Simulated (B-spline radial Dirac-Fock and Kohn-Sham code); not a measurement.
**Satellites and hypersatellites of the K lines of Se⁴⁺**

System: Se⁴⁺, configuration [Ar] 3d10 4s2, inside a Watson sphere of charge -4 and radius 1.6 Å (a model of the Madelung potential; inside it an electron's potential energy is raised by 36.0 eV).

Level of theory: multi-electron Dirac-Fock with separately optimised hole states, Breit and Lamb-shift corrections added in first order; a radial finite-basis atomic code. Each two-hole energy is an average over J within one jj subconfiguration, not an observable level; in light atoms, where LS coupling holds, the j-resolved values are not observed lines, and for a K spectator the Kα1 hypersatellite is nearly forbidden. The model has no electron correlation.

Lines without a spectator: Kα2 (K-L2) 11181.6 eV, Kα1 (K-L3) 11222.6 eV, Kβ3 (K-M2) 12489.0 eV, Kβ1 (K-M3) 12494.9 eV. Shifts in eV with one spectator hole (a dash: not computed, or left out as unreliable):

```tsv
spectator hole	Kα2	Kα1	Kβ3	Kβ1
L2 (2p1/2)	+36.5	+44.9	–	+98.4
L3 (2p3/2)	+39.8	+38.6	+92.9	–
M2 (3p1/2)	–	+3.84	+8.68	+11.02
M3 (3p3/2)	+3.31	–	+10.11	+9.57
M4 (3d3/2)	+0.05	-1.25	–	–
M5 (3d5/2)	-1.39	-0.53	–	–
```

Q: Where does the K-L3 hypersatellite lie, emitted when both K electrons are missing?

A: +371.7 eV from the normal line, at 11594.3 eV. Removing both K electrons costs 25874.5 eV, which is 502.5 eV more than twice the K binding energy.

With n spectator holes in 2p, averaged over the 2p shell (energies in eV):

```
n     KαLⁿ   step  hypersatellite KαʰLⁿ
0  11208.9      –               11578.9
1  11249.4  +40.5               11620.6
2  11291.0  +41.6               11663.4
3  11333.7  +42.7               11707.4
4  11377.5  +43.8               11752.5
5  11422.5  +45.0               11798.7
```
